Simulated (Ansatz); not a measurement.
Start from `OCBBCl` and change one atom or group to get `OC[BH][AlH][SH]`.

Ansatz, PBE0-D4/def2-TZVP geometries, multiplicity 1. Each molecule was computed in one conformer, which needn't be the lowest.

```
                               property  `OCBBCl`
   HOMO–LUMO gap (PBE0/def2-TZVPP) / eV      6.09
      LUMO energy (PBE/def2-TZVPP) / eV     -2.33
HOMO–LUMO gap (ωB97M-V/def2-TZVPP) / eV     10.31
    HOMO–LUMO gap (PBE/def2-TZVPP) / eV      3.83
    HOMO energy (B3LYP/def2-TZVPP) / eV     -7.32
    LUMO energy (B3LYP/def2-TZVPP) / eV     -1.61
```

(1) What does the change do to each property? (Estimate.)

Answers

(1) Computed: 
```csv
property,`OC[BH][AlH][SH]`,shift
HOMO–LUMO gap (PBE0/def2-TZVPP) / eV,5.56,-0.53
LUMO energy (PBE/def2-TZVPP) / eV,-2.24,0.09
HOMO–LUMO gap (ωB97M-V/def2-TZVPP) / eV,9.31,-1.00
HOMO–LUMO gap (PBE/def2-TZVPP) / eV,3.67,-0.16
HOMO energy (B3LYP/def2-TZVPP) / eV,-6.88,0.44
LUMO energy (B3LYP/def2-TZVPP) / eV,-1.68,-0.07
```

With PBE0 the HOMO rises by 0.45 eV and the LUMO falls by 0.09 eV, so the gap narrows by about 0.54 eV. PBE moves the HOMO by 0.24 eV and ωB97M-V by 0.61 eV.

B3LYP here is the variant with VWN-RPA as its local correlation; programs differ in this.
